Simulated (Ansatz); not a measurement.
Ideal-gas functions of C₃H₄Zn, SMILES `C=C=[CH][ZnH]` at 500 K and 1 bar, from an Ansatz frequency run at PBE0-D4/def2-TZVP.

Molar mass 105.46 g/mol, point group Cs (symmetry number 1), electronic degeneracy 1, moments of inertia 21.733, 234.971, 253.227 u Å². Harmonic wavenumbers (cm⁻¹, unscaled): 98, 323, 398, 427, 462, 509, 640, 814, 885, 1003, 1057, 1203, 1445, 1925, 2021, 3143, 3152, 3231.

Use S(trans) = R[1.5 ln M + 2.5 ln T − 1.1517]; rotational temperatures θ = 24.2544 K / I; S(rot) = R[ln(√π/σ · √(T³/θAθBθC)) + 1.5]; for each mode x = 1.438777 ν̃/T, S = R[x/(eˣ − 1) − ln(1 − e⁻ˣ)] and H = RT x/(eˣ − 1); 1 cm⁻¹ = 0.0119627 kJ/mol; R = 8.31446 J/(mol·K).

By hand: the entropy, in J/(mol·K).

Translation 177.7. Rotation: θ = 1.116, 0.1032, 0.0958 K, giving 113.5. Vibration, mode by mode: 18.87, 9.22, 7.63, 7.11, 6.53, 5.85, 4.32, 2.91, 2.48, 1.90, 1.68, 1.20, 0.68, 0.21, 0.17, 0.01, 0.01, 0.01, in all 70.8. Electronic 0.0. Sum 362.0 J/(mol·K).

By hand: H − E and G − E in kJ/mol, counted from the electronic energy.

Zero-point energy ½ × 22736 × 0.0119627 = 136.0; thermal vibration 19.9; translation, rotation and pV give 4 RT = 16.6. H − E = 172.5 kJ/mol, and G − E = 172.5 − 500 × 362.0/1000 = -8.5 kJ/mol.

Vibration gives 20 % of the entropy, 18.9 J/(mol·K) of it from the mode under 150 cm⁻¹: soft modes count most, and the harmonic formula is weakest for them.
